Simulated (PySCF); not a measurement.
A structure optimised at B3LYP-D3(BJ)/def2-SVP, used in a PySCF frequency run:

```xyz
10

Cl     0.2780    -2.8643     0.0000
C     -0.9313    -1.6146     0.0000
C     -0.6597    -0.2980     0.0000
C      0.6597     0.2980     0.0000
C      0.9313     1.6146     0.0000
Cl    -0.2780     2.8643     0.0000
H     -1.9500    -2.0048     0.0000
H     -1.5183     0.3792     0.0000
H      1.5183    -0.3792     0.0000
H      1.9500     2.0048     0.0000
```

Q: Write its SMILES, formula and point group.

A: Cl/C=C\C=C/Cl, C4H4Cl2, C2h

Q: What are its rotational constants (standard atomic weights)?

A: 10.325, 0.77161, 0.71795 GHz
